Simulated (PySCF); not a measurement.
¹⁵N chemical shifts

Gas phase, rapidly exchanging positions averaged, one computed conformer, non-relativistic Hamiltonian. σ from GIAO-PBE0/pcSseg-1; GFN2-xTB structure; PySCF.

Shieldings were converted by a linear fit to measured shifts: ¹⁵N (scatter 6.3 ppm rms vs CH3NO2, solution or neat liquid). A few per cent of atoms miss by over 2 rms, more outside the fitted compound classes.

(1) Give the ¹⁵N shifts of `CC[Si@H]1C[C@H](C#N)C1`, `NCC(CN)N[SiH2]O`.

(2) Order these by ¹⁵N shift, lowest first.
A. COc1cnc(C)cp1
B. N[SiH2]C#CCC1CC1
C. C#C[C@H](C)N([SiH3])C=C
D. CC(=O)c1cn(C)cp1
E. N#C[C@H]1CCCC[SiH2]1

## Answers

(1) 
| compound | environment | δ (ppm) |
| --- | --- | --- |
| CC[Si@H]1C[C@H](C#N)C1 | nitrile nitrogen | -119.9 |
| [NH2:1][CH2:2][CH:3]([CH2:4][NH2:5])[NH:6][SiH2:7][OH:8] | N6: nitrogen bonded to C, Si, H | -351.6 |
| [NH2:1][CH2:2][CH:3]([CH2:4][NH2:5])[NH:6][SiH2:7][OH:8] | N1/5: amine nitrogen (×2) | -359.5 |

(2) B (-381.9 ppm, nitrogen bonded to Si, 2 H), C (-319.1 ppm, enamine nitrogen), D (-209.8 ppm, pyrrole-type ring nitrogen), E (-119.8 ppm, nitrile nitrogen), A (-59.2 ppm, pyridine-type ring nitrogen).
